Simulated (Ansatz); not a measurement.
Molecule: BH, charge 1, multiplicity 2. 
Coordinates optimised at B3LYP-D3(BJ)/def2-TZVP (Ansatz, a first-principles code):
```
B
H 1 1.2044
```
Charge +1, spin multiplicity 2.

Basis-set convergence of Hartree-Fock and CCSD(T) correlation energies (hartree) with Ansatz. Valence correlation only, unless marked. UHF or UKS for open shells. No spin-orbit coupling. No relativistic terms.

```csv
basis,functions,E(HF),"E(corr, CCSD(T))"
aug-cc-pVDZ,32,-24.81701,-0.04611
aug-cc-pVTZ,69,-24.82110,-0.05211
aug-cc-pVQZ,126,-24.82235,-0.05404
```

Extrapolating the two largest sets (X = 3 and 4) as X^-3: E(corr) = (64·(-0.05404) - 27·(-0.05211))/37 = -0.0554 Eh, an estimate of the basis-set limit. The largest set recovers 97.5 % of it, the smallest 83.2 %.
